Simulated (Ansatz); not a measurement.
`C[CH](C)[Ga]([CH3])[Cl]` + `Cl[SiH2][ZnH]` → `[CH3][Zn][SiH2]Cl` + `C[CH2][Ga]([CH3])[Cl]`  (formal exchange of groups at a C–C bond)

Gas-phase electronic energies from Ansatz, PBE0-D4/def2-TZVP geometries. CBS: MP2 limit from def2 TZ/QZ plus the TZ coupled-cluster correction, frozen cores. DFT in def2-TZVPP. B3LYP here is the variant with VWN-RPA as its local correlation; programs differ in this. HSE06 is defined as in plane-wave codes. For Ga, Zn outer-core shells are correlated without core-valence functions, which leaves a few kJ/mol of doubt a bond. Scalar relativity is left out up to krypton. One conformer a species, not always the lowest.

```tsv
level	ΔE (kJ/mol)	difference from CCSD(T)/CBS
LDA (SPW92)	-33.4	4.5
PBE-D4	-36.7	1.2
revPBE-D4	-30.9	7.0
r2SCAN-D4	-38.2	-0.3
B97M-V	-28.5	9.4
PBE0-D4	-34.8	3.1
B3LYP-D4	-34.2	3.7
r2SCANh-D4	-37.5	0.4
r2SCAN0-D4	-36.5	1.4
HSE06-D4	-35.2	2.7
BHLYP-D4	-31.7	6.2
CAM-B3LYP-D4	-34.4	3.5
ωB97X-V	-33.5	4.4
ωB97M-V	-35.1	2.8
PBE-QIDH	-37.3	0.6
PBE	-42.2	-4.3
revPBE	-45.8	-7.9
BLYP	-46.3	-8.4
PBE0	-39.6	-1.7
B3LYP	-42.9	-5.0
r2SCANh	-39.1	-1.2
r2SCAN0	-38.2	-0.3
HSE06	-39.7	-1.8
CAM-B3LYP	-39.2	-1.3
LC-ωPBE	-39.9	-2.0
RPA@PBE/def2-TZVPP	-30.6	7.3
MP2/def2-SVP	-31.3	6.6
CCSD/def2-SVP	-28.6	9.3
CCSD(T)/def2-SVP	-27.4	10.5
HF/def2-TZVPP	-31.9	6.0
MP2/def2-TZVPP	-38.9	-1.0
SCS-MP2/def2-TZVPP	-36.1	1.8
CCSD/def2-TZVPP	-34.5	3.4
CCSD(T)/def2-TZVPP	-34.7	3.2
HF/def2-QZVPP	-32.7	5.2
MP2/def2-QZVPP	-41.0	-3.1
SCS-MP2/def2-QZVPP	-38.1	-0.2
HF/CBS(def2)	-32.8	5.1
MP2/CBS(def2)	-42.1	-4.2
CCSD/CBS(def2)	-37.7	0.2
CCSD(T)/CBS	-37.9	0
```

Largest T1 diagnostic among the species: 0.014.

The D4 term adds +8.7 kJ/mol with B3LYP and +4.8 kJ/mol with PBE0; it sums over pairs of atoms, weighted by their polarisabilities, and B3LYP, whose exchange is more repulsive, gets the larger term. Leaving LDA and LC-ωPBE aside and taking each functional with its dispersion term where it has one, the values, not all of them listed here, spread over 12.5 kJ/mol, from B2PLYP to B97M-V. LDA lies +8.8 kJ/mol from PBE without D4. From BLYP to BHLYP (50 % exact exchange), in def2-TZVPP and without D4, ΔE moves by +8.1 kJ/mol.
